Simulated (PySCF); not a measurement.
Al2Br2F4, singlet, PBE0/def2-SVP optimised geometry.

```
8

Al    -0.94    -0.22     0.00
Al     1.26    -1.14     2.23
Br     1.48    -0.22     0.00
F     -1.48    -1.34    -1.09
F     -1.48     1.34     0.00
Br    -1.15    -1.14     2.23
F      1.80    -2.70     2.22
F      1.81    -0.02     3.32
```

Density from PBE0/def2-TZVP in PySCF at that geometry.

Minimum of the electron density along straight lines between bonded atoms, close to the bond critical point (lines longer than 1.1 times the sum of covalent radii, or with two minima, are not listed):

```tsv
bond	length / Å	ρ at the minimum / e bohr⁻³	∇²ρ there / e bohr⁻⁵	position (fraction from the first atom)
Al1–Br3	2.415	0.047	0.13	0.36
Al2–Br3	2.415	0.047	0.13	0.36
Al1–F4	1.651	0.114	0.92	0.43
Al1–F5	1.651	0.114	0.92	0.43
Al1–Br6	2.415	0.047	0.13	0.36
Al2–Br6	2.415	0.047	0.13	0.36
Al2–F7	1.651	0.114	0.92	0.43
Al2–F8	1.651	0.114	0.92	0.43
```
